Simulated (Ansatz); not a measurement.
C₂HInN₂O₂ (SMILES O=C=[N][InH][N]=C=O), singlet, geometry from GFN2-xTB (such geometries of metal compounds can be far from the true shape) (all electrons, no relativity), with bond 2-1 at 1.4 times its length; CASSCF(4,6)/STO-3G (Ansatz, an electronic-structure program).

Here is a job for Ansatz.
Ansatz 0.2 input:
```yaml
crystal:
  periodic: [false, false, false]
  atoms:
    - {symbol: In, position_ang: [-0.69141419, -0.37394539, -0.51578857]}
    - {symbol: H, position_ang: [-2.40607904, -1.30130703, -1.79491261]}
    - {symbol: N, position_ang: [-0.40110090, 1.61420226, -0.47495516]}
    - {symbol: C, position_ang: [0.22238545, 2.54899286, -0.06719141]}
    - {symbol: O, position_ang: [0.76729670, 3.50896390, 0.27546094]}
    - {symbol: N, position_ang: [0.52831946, -1.54539721, 0.56985902]}
    - {symbol: C, position_ang: [1.45511846, -1.64172938, 1.31859375]}
    - {symbol: O, position_ang: [2.33769292, -1.82965713, 2.04083248]}
basis:
  gaussian:
    orbitals: STO-3G
hamiltonian:
  xc: hf
magnetization: {spin_polarized: false}
correlation: {active_space: {window: {electrons: 4, orbitals: 6}}}
```

Question: Write the output that Ansatz gives for this input, abridged.

Answer: 
```
Functional definition: HF
808 factors; integrals over basis functions are off by at most 4.3e-5 eV
mean field evaluation 1: about -163626.8801 eV, gradient 4.3e1 eV
mean field evaluation 2: about -163626.9816 eV, gradient 4.3e1 eV
mean field evaluation 4: about -163632.0740 eV, gradient 2.9e0 eV
mean field evaluation 8: about -163632.0999 eV, gradient 2.4e-1 eV
mean field -163632.10016046 eV, -6013.3687670759 hartree, gradient 1.9e-6 eV, S^2 0.000000; 0 other end points of the search recorded, 0 dependent functions left out
reference -163632.10016046 eV, -6013.3687670759 hartree; 46, 46 occupied and 12, 12 virtual orbitals, 808 factors
state -163633.96953740 eV, -6013.4374654114 hartree
Total energy: -163633.96953740 eV, -6013.4374654114 hartree
```
